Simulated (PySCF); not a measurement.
Frontier orbitals and the lowest excitations

Compound: BeBr₂.
Geometry (PBE0-D3(BJ)/def2-SVP, Å), atoms numbered from 1 in this order:
```xyz
3
BeBr2 angstrom
Be     0.001    0.001    0.000
Br    -0.017   -0.020    1.951
Br     0.016    0.020   -1.951
```

Theory: TDDFT wB97X-D/def2-SVPD, vertical, gas phase, core orbitals frozen in the response (PySCF 2.14.0, density-fitted response routines). The wB97X-D/def2-SVPD calculation is non-relativistic and has no spin–orbit coupling, an omission that weighs most on bromine.

Kohn–Sham orbitals with the atoms that hold most of them (Löwdin shares over 4%, at most four atoms; ? is withheld):

```csv
orbital,ε (eV),atoms
HOMO-3,-11.39,"Br3 43%, Br2 43%, Be1 14%"
HOMO-2,-11.39,"Br3 43%, Br2 43%, Be1 14%"
HOMO-1,-10.75,"Br2 50%, Br3 50%"
HOMO,-10.75,"Br2 50%, Br3 50%"
LUMO,?,?
LUMO+1,1.06,"Be1 52%, Br3 24%, Br2 24%"
LUMO+2,1.06,"Be1 52%, Br2 24%, Br3 24%"
```

Task: Give the leading atoms of the LUMO.

Result: Be1 (bonded to 2 Br) 45%; Br3 (bonded to Be) 27%; Br2 (bonded to Be) 27%. By element: bromine 55%, beryllium 45%.

Task: What is the LUMO energy, and the HOMO–LUMO gap?

Result: ε(LUMO) = 0.98 eV; the gap is 11.73 eV (0.4310 hartree).

Within 0.005 eV of a neighbour in this list lie HOMO-3/HOMO-2, HOMO-1/HOMO and LUMO+1/LUMO+2 (point group found: D∞h).

Task: How does S1 compare with the orbital gap of 11.73 eV?

Result: S1 is at 6.99 eV (f = 0.0000), 4.73 eV below the gap, made of HOMO-1/HOMO→LUMO+1/LUMO+2 (≥87%). Its leading pair isn't HOMO and LUMO; the energies of that pair differ by 11.81 eV. Without the coupling terms of the response equations the lowest excitation would equal the gap.

Next come S2 at 7.04 eV (f 0.0000), HOMO-1/HOMO→LUMO+1/LUMO+2 (≥90%); S3 at 7.04 eV (f 0.0000), HOMO-1/HOMO→LUMO+1/LUMO+2 (≥90%); S4 at 7.25 eV (f 0.0000), HOMO-1/HOMO→LUMO (≥93%); S5 at 7.25 eV (f 0.0000), HOMO-1/HOMO→LUMO (≥93%).

Orbitals of the list HOMO-3 to LUMO+2 that lie within 0.01 eV of each other are written together with a slash and their weights summed (≥ marks a lower bound); for degenerate orbitals outside that list single weights are arbitrary.
